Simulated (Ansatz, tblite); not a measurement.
Removing and adding an electron: the cluster Li₆Te₂ (the lowest singlet isomer of a short search). Charge 0, multiplicity 1. Geometry: PBE0-D4/def2-SVP. Ansatz, gas phase; energy differences of separate SCF runs; the oxidised species was run as a doublet alone; the reduced species was run as a doublet alone.

| atom | x (Å) | y (Å) | z (Å) |
| --- | --- | --- | --- |
| Li1 | -0.8807 | -1.9910 | -1.0457 |
| Li2 | -0.0158 | 1.1762 | -1.5107 |
| Li3 | -0.3269 | -0.2101 | 1.0564 |
| Li4 | 2.3832 | -0.1940 | 0.3327 |
| Li5 | 1.4474 | -3.1693 | 0.7191 |
| Li6 | -1.4573 | 2.2285 | 0.5488 |
| Te7 | -2.3315 | 0.1118 | -0.7842 |
| Te8 | 1.1817 | 2.0479 | 0.6835 |

In the def2 sets Te takes a core potential; there is no spin–orbit coupling. The xTB rows come from tblite. Correlated methods freeze 8 core orbitals; core or outer-core shells of Li, Te are correlated, in sets that lack core-valence functions. The rows differ in basis, and correlated rows in double-zeta sets carry the largest basis error. The structure comes from a short search, and lower isomers may exist.

| level | −HOMO (eV) | vertical IE (eV) | −LUMO (eV) | vertical EA (eV) | HOMO–LUMO gap (eV) | IE − EA (eV) | remarks |
| --- | --- | --- | --- | --- | --- | --- | --- |
| GFN1-xTB | 9.49 | 11.55 | 8.49 | 6.73 | 1.00 | 4.82 | – |
| PBE-D4/def2-TZVPD | 3.82 | – | 2.21 | 0.77 | 1.61 | – | HOMO above zero (-1 doublet), restricted SCF unstable in HF (singlet) |
| r2SCAN-D4/def2-TZVP | 3.89 | 5.62 | 2.04 | – | 1.84 | – | restricted SCF unstable in HF (singlet) |
| r2SCAN-D4/def2-TZVPD | 3.86 | – | 2.03 | 0.76 | 1.83 | – | HOMO above zero (-1 doublet), restricted SCF unstable in HF (singlet), spin-contaminated (⟨S²⟩ 0.83) (-1 doublet) |
| PBE0-D4/def2-TZVP | 4.44 | 5.80 | 1.70 | – | 2.75 | – | restricted SCF unstable in HF (singlet) |
| MP2/def2-SVP | – | 5.46 | – | – | – | – | restricted SCF unstable (singlet) |

Question: Estimate the rows for GFN2-xTB, PBE-D4/def2-TZVP, PBE0-D4/def2-TZVPD, CCSD/def2-SVP, CCSD(T)/def2-SVP.

Answer: 
```csv
level,−HOMO (eV),vertical IE (eV),−LUMO (eV),vertical EA (eV),HOMO–LUMO gap (eV),IE − EA (eV),remarks
GFN2-xTB,6.40,8.55,5.27,3.48,1.13,5.07,–
PBE-D4/def2-TZVP,3.84,5.74,2.22,–,1.62,–,restricted SCF unstable in HF (singlet)
PBE0-D4/def2-TZVPD,4.42,–,1.70,0.74,2.72,–,"HOMO above zero (-1 doublet), restricted SCF unstable in HF (singlet)"
CCSD/def2-SVP,–,5.66,–,–,–,–,restricted SCF unstable (singlet)
CCSD(T)/def2-SVP,–,5.67,–,–,–,–,restricted SCF unstable (singlet)
```

Relaxing the reduced species (PBE0-D4/def2-SVPD) changes its energy by -0.28 eV at PBE0-D4/def2-TZVPD, so the adiabatic electron affinity to this nearest minimum is 1.03 eV. At PBE-D4/def2-TZVPD it is 1.05 eV. The relaxed charge -1 doublet is spin-contaminated (final ⟨S²⟩ up to 0.83, 0.75 for a pure state).  Run but left out: HF/def2-SVP (singlet: restricted singlet, unstable towards broken spin symmetry).   A HOMO above zero means that the electron is unbound at that level or that self-interaction error raises the level; the energy of removing that electron tells which. Raw xTB energy differences between charge states are shifted by several eV; the methods need an empirical correction for them.
